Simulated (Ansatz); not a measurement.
Consider the cleavage of the Si–Si bond: `N[SiH2][SiH2][SeH]` + HBr → `[SeH][SiH2]Br` + `N[SiH3]`.

Computed with Ansatz on PBE0-D4/def2-TZVP structures; ΔE is electronic, products minus reactants. CCSD(T)/CBS is the MP2 limit (def2-TZVPP, def2-QZVPP) plus CCSD(T) − MP2 in def2-TZVPP, frozen cores. This one scheme is used for every species. DFT in def2-TZVPP. For Br, Se outer-core shells are correlated without core-valence functions, which leaves a few kJ/mol of doubt a bond. Scalar relativity is left out up to krypton. One conformer a species, not always the lowest.

(1) Is it downhill or uphill in electronic energy at CCSD(T)/CBS, and by how much? (An estimate is asked.)

(2) What do these levels give: r2SCAN-D4, ωB97M-V, CCSD/def2-TZVPP, MP2/def2-QZVPP, SCS-MP2/def2-QZVPP, MP2/CBS(def2)? (Best estimate.)

Largest T1 diagnostic among the species: 0.010.

## Answers

(1) Computed: Downhill: ΔE = -91.8 kJ/mol.

(2) The calculation gave: r2SCAN-D4 -87.8, ωB97M-V -94.1, CCSD/def2-TZVPP -89.9, MP2/def2-QZVPP -100.6, SCS-MP2/def2-QZVPP -101.1, MP2/CBS(def2) -102.2 kJ/mol.

In def2-TZVPP, CCSD(T) changes the Hartree–Fock value by +22.4 kJ/mol (the triples alone add +2.4 kJ/mol) and MP2 by +12.1 kJ/mol. The D4 term adds +7.1 kJ/mol with B3LYP and +4.4 kJ/mol with PBE0; it sums over pairs of atoms, weighted by their polarisabilities, and B3LYP, whose exchange is more repulsive, gets the larger term. From PBE to PBE0 (25 % exact exchange), in def2-TZVPP and without D4, ΔE moves by −5.1 kJ/mol.

B3LYP here is the variant with VWN-RPA as its local correlation; programs differ in this.
